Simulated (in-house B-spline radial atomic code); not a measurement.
**The lead ion Pb⁶⁺: [Kr] 4d10 4f14 5s2 (5p1/2)1 (5p3/2)4 5d9 (with a hole in an inner shell)**

All numbers are computed (Dirac-Hartree-Fock, average of the jj configuration; Fermi nucleus of rms radius 5.5012 fm) with a radial B-spline atomic code at the basis-set limit, not measured.

Effective charges: Z_r = [3n² - l(l+1)]/(2<r>) from the radius, Z_e = n√(-2ε) from the energy, and Slater's rules. Values are occupation-weighted means over j. An effective charge above Z reflects the relativistic contraction of the inner shells.

```json
{"shell": "1s", "electrons": "2", "ε (eV)": "-88684", "<r> (bohr)": "0.01605", "Z_r": "93.43", "Z_e": "80.74", "Slater": "81.70"}
{"shell": "2s", "electrons": "2", "ε (eV)": "-16082", "<r> (bohr)": "0.06688", "Z_r": "89.71", "Z_e": "68.76", "Slater": "77.85"}
{"shell": "2p", "electrons": "6", "ε (eV)": "-13957", "<r> (bohr)": "0.06087", "Z_r": "82.14", "Z_e": "64.06", "Slater": "77.85"}
{"shell": "3s", "electrons": "2", "ε (eV)": "-3996.1", "<r> (bohr)": "0.1737", "Z_r": "77.73", "Z_e": "51.41", "Slater": "70.75"}
{"shell": "3p", "electrons": "6", "ε (eV)": "-3367.8", "<r> (bohr)": "0.1751", "Z_r": "71.37", "Z_e": "47.20", "Slater": "70.75"}
{"shell": "3d", "electrons": "10", "ε (eV)": "-2656.2", "<r> (bohr)": "0.16", "Z_r": "65.62", "Z_e": "41.92", "Slater": "60.85"}
{"shell": "4s", "electrons": "2", "ε (eV)": "-1008.5", "<r> (bohr)": "0.3839", "Z_r": "62.51", "Z_e": "34.44", "Slater": "54.25"}
{"shell": "4p", "electrons": "6", "ε (eV)": "-796.64", "<r> (bohr)": "0.4074", "Z_r": "56.46", "Z_e": "30.61", "Slater": "54.25"}
{"shell": "4d", "electrons": "10", "ε (eV)": "-530.24", "<r> (bohr)": "0.4298", "Z_r": "48.86", "Z_e": "24.97", "Slater": "42.85"}
{"shell": "5s", "electrons": "2", "ε (eV)": "-245.32", "<r> (bohr)": "0.8561", "Z_r": "43.80", "Z_e": "21.23", "Slater": "24.70"}
{"shell": "4f", "electrons": "14", "ε (eV)": "-242.13", "<r> (bohr)": "0.4505", "Z_r": "39.95", "Z_e": "16.87", "Slater": "31.45"}
{"shell": "5p", "electrons": "5", "ε (eV)": "-181.17", "<r> (bohr)": "0.9689", "Z_r": "37.67", "Z_e": "18.25", "Slater": "24.70"}
{"shell": "5d", "electrons": "9", "ε (eV)": "-104.84", "<r> (bohr)": "1.184", "Z_r": "29.13", "Z_e": "13.88", "Slater": "12.20"}
```

The least bound orbital is 5d5/2 at -104.3 eV, and it is also the most diffuse (<r> = 1.194 bohr).

For the 1s electron the small component carries 9.78 % of the norm, the zero-frequency Breit interaction raises the level by 343.3 eV, self-energy by 222.9 eV, and vacuum polarisation lowers it by 47.57 eV.
